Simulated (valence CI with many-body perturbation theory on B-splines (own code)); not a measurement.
## Isoelectronic trend, 8 electrons, Ar10+ to Hf64+

Computed by configuration interaction combined with many-body perturbation theory (CI+MBPT): six valence electrons over a frozen Dirac-Fock core [He], radial functions for each j: 9 s, 9 p, 8 d, 6 f, 3 g, 1 h, with the one-electron correlation potential Σ1, the two-electron term Σ2, the three-electron term Σ3, Breit, model QED; selected CI, second order for the rest, scaled by the run's own slope (own B-spline code, finite nucleus). Basis and details of the method differ along the sequence, and some ions are missing.

Excitation energies in eV above the lowest level of each ion. Labels name the leading LS component, so a column can jump where levels mix; a blank means that no level of the computed list carries the label, and where several do, the lowest of them is shown. The ionisation energies from NIST are mostly theoretical or semi-empirical. By estimate, excited configurations hold to about 0.1 % in light ions and 0.5 % in heavy ones, terms of the ground configuration to 0.5 to 2 %, and small fine-structure intervals to 10 cm⁻¹ or more; near the neutral end and where shells cross, configurations can be misplaced by 0.1 to 0.6 eV.

```json
{"Ion": "Ar10+", "Lowest level": "2s2.2p4 3P_2", "IE (eV)": "539.87", "IE, NIST (eV)": "540.4 ± 0.6", "2s2.2p4 1D_2": "8.932", "2s2.2p4 1S_0": "18.46", "2s.2p5 3P°_1": "67.22", "2p6 1S_0": "153.3", "2s2.2p3.3s 3S°_1": "312.0", "2s2.2p3.3s 3D°_3": "321.0", "2s2.2p3.3s 1D°_2": "322.9"}
{"Ion": "K11+", "Lowest level": "2s2.2p4 3P_2", "IE (eV)": "630.45", "IE, NIST (eV)": "631.1 ± 0.9", "2s2.2p4 1D_2": "9.893", "2s2.2p4 1S_0": "20.24", "2s.2p5 3P°_1": "73.08", "2p6 1S_0": "165.8", "2s2.2p3.3s 3S°_1": "363.2", "2s2.2p3.3s 3D°_3": "372.9", "2s2.2p3.3s 1D°_2": "374.9"}
{"Ion": "Ca12+", "Lowest level": "2s2.2p4 3P_2", "IE (eV)": "727.95", "IE, NIST (eV)": "728.6 ± 1.1", "2s2.2p4 1D_2": "10.96", "2s2.2p4 1S_0": "22.19", "2s.2p5 3P°_1": "79.17", "2p6 1S_0": "178.7", "2s2.2p3.3s 3S°_1": "418.2", "2s2.2p3.3s 3D°_3": "428.7", "2s2.2p3.3s 1D°_2": "430.7"}
{"Ion": "Sc13+", "Lowest level": "2s2.2p4 3P_2", "IE (eV)": "832.37", "IE, NIST (eV)": "833.2 ± 1.4", "2s2.2p4 1D_2": "12.16", "2s2.2p4 1S_0": "24.35", "2s.2p5 3P°_1": "85.51", "2p6 1S_0": "191.9", "2s2.2p3.3s 3S°_1": "477.1", "2s2.2p3.3s 3D°_3": "488.3", "2s2.2p3.3s 1D°_2": "490.4"}
{"Ion": "Ti14+", "Lowest level": "2s2.2p4 3P_2", "IE (eV)": "943.71", "IE, NIST (eV)": "944.5 ± 1.6", "2s2.2p4 1D_2": "13.51", "2s2.2p4 1S_0": "26.77", "2s.2p5 3P°_1": "92.14", "2p6 1S_0": "205.4", "2s2.2p3.3s 3S°_1": "539.7", "2s2.2p3.3s 3D°_3": "551.8", "2s2.2p3.3s 1D°_2": "554.0"}
{"Ion": "Hf64+", "Lowest level": "2s2.2p4 3P_2", "IE (eV)": "15353", "IE, NIST (eV)": "15351 ± 24", "2s2.2p4 1D_2": "1252", "2s2.2p4 1S_0": "58.46", "2s.2p5 3P°_1": "2905", "2p6 1S_0": "3365", "2s2.2p3.3s 3S°_1": "9401", "2s2.2p3.3s 3D°_3": "9413", "2s2.2p3.3s 1D°_2": "9422"}
```

Task: Does the computed ground configuration or its J change in this range?

Result: No, it stays 2s2.2p4 with J = 2; its leading component is 98 % 3P at the start and 68 % 3P at the end, where the leading jj configuration holds 100 %.

Shares of the ionisation energy in eV, for some of the ions:

| Ion | Σ1 | Σ2 | Σ3 | Breit | QED |
| --- | --- | --- | --- | --- | --- |
| Ar10+ | 0.212 | -0.0298 | -0.0492 | -0.195 | 0.0138 |
| Ca12+ | 0.228 | -0.0246 | -0.0566 | -0.296 | 0.0185 |
| Ti14+ | 0.242 | -0.0169 | -0.0637 | -0.422 | 0.0234 |
